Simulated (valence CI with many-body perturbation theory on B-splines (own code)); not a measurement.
**Ir69+: calculated level list**

Method: configuration interaction combined with many-body perturbation theory (CI+MBPT): six valence electrons over a frozen Dirac-Fock core [He], a basis of 9 s, 9 p, 8 d, 6 f, 3 g, 1 h functions for each j, with the one-electron correlation potential Σ1, the two-electron term Σ2, the three-electron term Σ3, Breit, model QED; selected CI, second order for the rest, scaled by the run's own slope (own B-spline code, finite nucleus).

No measured spectrum was set against this ion. As an estimate, large intervals hold to a few tenths of a per cent, small ones and those within an open d or f shell to about a per cent. Among the levels kept, up to 2200 cm⁻¹ of a level comes from second order outside the variational space, and about a tenth of that is noise between levels of different J, which matters for small intervals.

Levels 1 to 45 of 56, with energies above the lowest level, (2s^2 2p1/2^2 2p3/2^2) J=2. "Leading %" is the weight of the configuration and term that name the level; weights of strongly mixed levels are sums over their largest components and can fall short, and the name can then belong to a minority configuration. In the jj column 3d3/2^4 stands for four electrons in 3d with j = 3/2. Lifetimes count E1, E2, E3, M1 and M2 decay at the calculated energies, and are blank where another channel may lead or the interval is too uncertain; long ones can be off by a factor of two.

```
No.  Configuration  Term  J  E (× 10³ cm⁻¹)  Leading %  Lifetime      g                        Leading jj
  1         2s²2p⁴    ³P  2            0.00         68            1.301      2s^2 2p1/2^2 2p3/2^2 (100 %)
  2         2s²2p⁴    ¹S  0          522.01         65   10.3 ms             2s^2 2p1/2^2 2p3/2^2 (100 %)
  3         2s²2p⁴    ³P  1           13572        100   20.2 ps  1.467        2s^2 2p1/2 2p3/2^3 (100 %)
  4         2s²2p⁴    ¹D  2           13723         68   45.4 ps  1.119        2s^2 2p1/2 2p3/2^3 (100 %)
  5          2s2p⁵   ³P°  2           17068        100   68.0 fs  1.459        2s 2p1/2^2 2p3/2^3 (100 %)
  6          2s2p⁵   ¹P°  1           17787         63   27.5 fs  1.149        2s 2p1/2^2 2p3/2^3 (100 %)
  7         2s²2p⁴    ³P  0           27523         65   6.14 ps                      2s^2 2p3/2^4 (99 %)
  8          2s2p⁵   ³P°  0           30744        100   34.2 fs                 2s 2p1/2 2p3/2^4 (100 %)
  9          2s2p⁵   ³P°  1           31061         63   31.7 fs  1.263          2s 2p1/2 2p3/2^4 (100 %)
 10            2p⁶    ¹S  0           35175         99   16.8 fs                   2p1/2^2 2p3/2^4 (99 %)
 11       2s²2p³3s   ³P°  2           75579         49   7.22 fs  1.477     2s^2 2p1/2^2 2p3/2 3s (100 %)
 12       2s²2p³3s   ¹P°  1           75656         32   3.09 fs  1.135     2s^2 2p1/2^2 2p3/2 3s (100 %)
 13       2s²2p³3p    ³P  1           76629         32    531 fs  1.465  2s^2 2p1/2^2 2p3/2 3p1/2 (100 %)
 14       2s²2p³3p    ³D  2           76639         26    325 fs  1.146  2s^2 2p1/2^2 2p3/2 3p1/2 (100 %)
 15       2s²2p³3p    ³D  3           80515         51    277 fs  1.313  2s^2 2p1/2^2 2p3/2 3p3/2 (100 %)
 16       2s²2p³3p    ³P  1           80520         34    277 fs  1.324  2s^2 2p1/2^2 2p3/2 3p3/2 (100 %)
 17       2s²2p³3p    ³P  2           80766         45    299 fs  1.307  2s^2 2p1/2^2 2p3/2 3p3/2 (100 %)
 18       2s²2p³3p    ³P  0           80992         69    147 fs         2s^2 2p1/2^2 2p3/2 3p3/2 (100 %)
 19       2s²2p³3d   ³D°  2           81540         33   5.93 fs  1.027  2s^2 2p1/2^2 2p3/2 3d3/2 (100 %)
 20       2s²2p³3d   ³F°  3           81608         27   23.6 fs  1.061   2s^2 2p1/2^2 2p3/2 3d3/2 (99 %)
 21       2s²2p³3d   ³D°  1           81641         35   2.08 fs  1.066  2s^2 2p1/2^2 2p3/2 3d3/2 (100 %)
 22       2s²2p³3d   ³P°  0           81677         65    592 fs         2s^2 2p1/2^2 2p3/2 3d3/2 (100 %)
 23       2s²2p³3d   ³F°  4           82517         51   4.35 ps  1.232  2s^2 2p1/2^2 2p3/2 3d5/2 (100 %)
 24       2s²2p³3d   ³D°  2           82617         34    823 as  1.215  2s^2 2p1/2^2 2p3/2 3d5/2 (100 %)
 25       2s²2p³3d   ³D°  3           82749         48    368 as  1.203   2s^2 2p1/2^2 2p3/2 3d5/2 (99 %)
 26       2s²2p³3d   ³D°  1           82860         32    549 as  1.077  2s^2 2p1/2^2 2p3/2 3d5/2 (100 %)
 27       2s²2p³3s   ⁵S°  2           89018         55   12.8 fs  1.574     2s^2 2p1/2 2p3/2^2 3s (100 %)
 28       2s²2p³3s   ³S°  1           89122         55   2.91 fs  1.294     2s^2 2p1/2 2p3/2^2 3s (100 %)
 29       2s²2p³3s   ³D°  3           89216        100   10.0 fs  1.295     2s^2 2p1/2 2p3/2^2 3s (100 %)
 30       2s²2p³3s   ¹D°  2           89292         67   3.19 fs  1.016     2s^2 2p1/2 2p3/2^2 3s (100 %)
 31       2s²2p³3s   ³P°  0           89680        100   6.97 fs            2s^2 2p1/2 2p3/2^2 3s (100 %)
 32       2s²2p³3s   ³P°  1           89708         67   5.08 fs  1.296     2s^2 2p1/2 2p3/2^2 3s (100 %)
 33       2s²2p³3p    ⁵P  1           90040         46   1.01 ps  1.631  2s^2 2p1/2 2p3/2^2 3p1/2 (100 %)
 34       2s²2p³3p    ³F  2           90105         34    556 fs  1.191  2s^2 2p1/2 2p3/2^2 3p1/2 (100 %)
 35       2s²2p³3p    ³F  3           90239         44    405 fs  1.075  2s^2 2p1/2 2p3/2^2 3p1/2 (100 %)
 36       2s²2p³3p    ³P  2           90589         50    295 fs  1.293   2s^2 2p1/2 2p3/2^2 3p1/2 (99 %)
 37       2s²2p³3p    ³D  1           90687         74    486 fs  0.628  2s^2 2p1/2 2p3/2^2 3p1/2 (100 %)
 38       2s²2p³3p    ³P  0           91101         65    303 fs          2s^2 2p1/2 2p3/2^2 3p1/2 (99 %)
 39        2s2p⁴3s    ⁵P  3           92014         69   19.9 fs  1.526      2s 2p1/2^2 2p3/2^2 3s (99 %)
 40        2s2p⁴3s    ³P  2           92274         58   3.55 fs  1.364      2s 2p1/2^2 2p3/2^2 3s (99 %)
 41        2s2p⁴3s    ³S  1           92955         64   6.39 fs  1.974      2s 2p1/2^2 2p3/2^2 3s (99 %)
 42        2s2p⁴3s    ³D  1           93016         34   3.16 fs  0.967      2s 2p1/2^2 2p3/2^2 3s (98 %)
 43        2s2p⁴3s    ³P  2           93075         56   13.0 fs  1.351      2s 2p1/2^2 2p3/2^2 3s (98 %)
 44        2s2p⁴3p   ⁵P°  2           93130         30   4.01 fs  1.573  2s 2p1/2^2 2p3/2^2 3p1/2 (100 %)
 45        2s2p⁴3p   ³D°  3           93139         41   1.63 fs  1.307  2s 2p1/2^2 2p3/2^2 3p1/2 (100 %)
```

The ionisation energy to 2s²2p³ ²P°3/2 of the next ion comes out as 17772 eV (NIST: 17770 ± 50 eV (theoretical)). All 56 levels together are meant to be complete up to 94213 × 10³ cm⁻¹.
